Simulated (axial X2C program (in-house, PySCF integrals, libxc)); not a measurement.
GeS: from Re and ωe to a spectrum

A bond curve at the CCSD(T) level, with spin–orbit coupling, was computed with an axial X2C code built on PySCF integrals (basis Ge dyall-cv3z [9s9p7d4f1g], S dyall-av3z [9s8p3d2f] (cores contracted in-house)) for the state Ω = 0 (closed shell). Its fit gives Re = 2.0359 Å, ωe = 561.9 cm⁻¹, ωexe = 1.57 cm⁻¹ and αe = 7.266e-04 cm⁻¹; the masses are 73.9212 and 31.9721 u. Two-component means X2C with spin–orbit coupling and atomic mean-field Coulomb and Gaunt terms.

Correlated methods: 10 electrons correlated (number of frozen shells: Ge 3 s, 2 p, 1 d; S 2 s, 1 p), 234 virtual spin orbitals or spinors in MP2, 90 natural virtuals in coupled cluster.

(1) Find the reduced mass, Be and the force constant.

(2) Give B0, the J = 1←0 line in GHz and the most populated J at 300 K (kT = 208.5 cm⁻¹).

(3) A Morse curve ties αe to the other constants (Pekeris). How well does that hold?

(4) Estimate the centrifugal constant by the Kratzer relation.

(5) Where do the fundamental and the first overtone lie?

The state is one determinant whose occupation by symmetry is held fixed; it was picked as the lowest of a PBE0 search that is not exhaustive. CCSD and (T) use frozen natural virtuals with an MP2 correction for the truncation; (T) itself is uncorrected, so its De runs slightly low. With the outer-core shells frozen, correlated bond lengths of heavy atoms tend to come out a few hundredths of an ångström too long.

## Answers

(1) From the CCSD(T) values: μ = 22.3188 u. Be = 16.8576/(μ Re²) = 0.1822 cm⁻¹. k = 5.8918×10⁻⁷ μ ωe² = 4.15 mdyn/Å.

(2) B0 = Be − αe/2 = 0.1819 cm⁻¹; 2B0 = 10.9 GHz; J(max) ≈ √(kT/2B0) − 1/2 = 23.4, so J = 23.

(3) αe(Morse) = 6Be²/ωe × (√(ωexe/Be) − 1) = 6.862e-04 cm⁻¹; the CCSD(T) curve gives 7.266e-04 cm⁻¹, a ratio of 0.94.

(4) D = 4Be³/ωe² = 7.67e-08 cm⁻¹.

(5) ν(1←0) = ωe − 2ωexe = 558.8 cm⁻¹; ν(2←0) = 2ωe − 6ωexe = 1114.4 cm⁻¹.
